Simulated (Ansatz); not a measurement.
Isomers of HfS2⁺ (doublet), relaxed with PBE-D4/def2-TZVP; total energies from Ansatz at PBE0-D4/def2-TZVP.

```json
{"isomer": "A", "description": "point group C2v; 2 × Hf–S 2.31 Å; 1 × S–S 2.13 Å", "energy (Eh)": "-843.88603"}
{"isomer": "B", "description": "point group C2v; 2 × Hf–S 2.23 Å", "energy (Eh)": "-843.88557"}
```

In the def2 sets Hf takes a core potential; there is no spin–orbit coupling.

The isomers come from a short search, and lower ones may exist.

Problem. Work out the relative energies (1 Eh = 2625.5 kJ/mol) and the Boltzmann populations at 800 K from electronic energies alone (R = 8.314 J/mol/K).

Solution. ΔE: A 0.0, B 1.2 kJ/mol. RT = 6.65 kJ/mol. Factors exp(−ΔE/RT): A 1, B 0.835; sum 1.835. Populations: A 54.5 %, B 45.5 %. Zero-point energy, vibrational entropy and symmetry numbers are left out and can shift these; an error of 4 kJ/mol changes a ratio by a factor of 1.8. Over the other density-functional and correlated levels in def2 sets, the gap between A and B ranges from -11 to 18 kJ/mol.
